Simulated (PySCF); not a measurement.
# SnF(OH) + Cl₂ → SnOCl₂ + HF

Level: PBE0 in the def2-TZVP basis family, computed in PySCF with density fitting; scalar-relativistic core potentials for atoms from Rb on, none lighter, no spin–orbit coupling; open shells unrestricted.

| species | state and structure | E (Eh) | ZPE (kJ/mol) | H(298 K) − H(0) (kJ/mol) | S° (J/(mol K)) |
| --- | --- | --- | --- | --- | --- |
| SnF(OH) | singlet, Cs, O–H 0.963 Å, Sn–F 1.950 Å, Sn–O 1.964 Å; F–Sn–O 94.7°, H–O–Sn 114.1° | -389.95622 | 38.4 | 13.3 | 292.5 |
| Cl₂ | singlet, D∞h, Cl–Cl 1.982 Å | -920.08940 | 3.5 | 9.1 | 222.5 |
| SnOCl₂ | singlet, C2v, Sn–Cl 2.296 Å (×2), Sn–O 1.812 Å; Cl–Sn–Cl 103.6°, Cl–Sn–O 128.2° (×2) | -1209.64996 | 12.1 | 17.1 | 332.5 |
| HF | singlet, C∞v, H–F 0.920 Å | -100.39188 | 24.9 | 8.7 | 173.6 |

(1) What is the electronic reaction energy?

(2) Add zero-point, thermal and entropy terms for 298.15 K and 1 bar.

Results:

(1) At PBE0/def2-TZVP, ΔE = 9.9 kJ/mol from the differences of the total energies times 2625.5, uphill. 

(2) ΔZPE = -4.9 and Δ[H(298) − H(0)] = 3.4 kJ/mol give ΔH° = 8.4 kJ/mol. ΔS° = -8.9 J/(mol K), so ΔG° = 8.4 − 298.15 × (-0.0089) = 11 kJ/mol and log₁₀K = -1.9.

The structures come from searches over a few start shapes, so lower isomers are not excluded.
